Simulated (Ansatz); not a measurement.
K₂Se. Charge 0, multiplicity 3. Geometry r2SCAN-D4/def2-TZVPD, that of the charge -1 doublet; atoms count from 1.

Cartesian coordinates in Å:
```
K -2.355 -0.238 -0.055
K 1.929 0.975 0.965
Se 0.426 -0.738 -0.910
```

At PBE0-D4/def2-TZVPD a singlet of charge 0 lies 1.23 eV below the triplet at the same geometry. The structure comes from a short search, and lower isomers may exist.

Q: Estimate the Mulliken populations from the PBE0/def2-TZVPD orbitals of Ansatz.

A: 
```json
{"atom": "K1", "charge (e)": "0.42", "spin (α − β)": "0.49"}
{"atom": "K2", "charge (e)": "0.42", "spin (α − β)": "0.49"}
{"atom": "Se3", "charge (e)": "-0.84", "spin (α − β)": "1.01"}
```
Mulliken values and Mayer orders depend strongly on the basis. With diffuse functions, as here, like atoms can get unlike values, and bond orders can come out too low or too high.

Q: Where does the spin sit?

A: Summed by element: K 0.99, Se 1.01, of 2 unpaired in all. Largest on single atoms: Se3 1.01, K1 0.49, K2 0.49.

Q: And the Mayer bond orders between bonded heavy atoms (over 0.3)?

A: K1–K2 0.53 (4.57 Å).
